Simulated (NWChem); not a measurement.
C4H5N; SMILES C#C/C=N/C

```xyz
10

C     -0.1668     2.6048     0.0000
C      0.0653     1.4145     0.0000
C      0.4139     0.0246     0.0000
N     -0.4597    -0.8971     0.0000
C     -0.0053    -2.2544     0.0000
H     -0.3921     3.6557     0.0000
H      1.5029    -0.1932     0.0000
H     -0.4166    -2.7756    -0.8803
H      1.0975    -2.3687     0.0000
H     -0.4166    -2.7756     0.8803
```
Atoms are numbered in this order, from 1.

Program: NWChem. Pople sets run with spherical d functions. Structure relaxed at the PBE0/def2-SVP level. Total energies compare along this basis series because the functional is fixed.

| level | basis functions | energy (Ha) | highest occupied level (eV) | orbital gap (eV) | dipole (D) |
|---|---|---|---|---|---|
| PBE0/STO-3G | 30 | -207.2140 | -5.13 | 6.77 | 1.43 |
| PBE0/3-21G | 55 | -208.6634 | -7.11 | 6.23 | 1.49 |
| PBE0/6-31G* | 80 | -209.8216 | -7.41 | 6.45 | 1.37 |
| PBE0/6-311G** | 120 | -209.8775 | -7.60 | 6.38 | 1.38 |
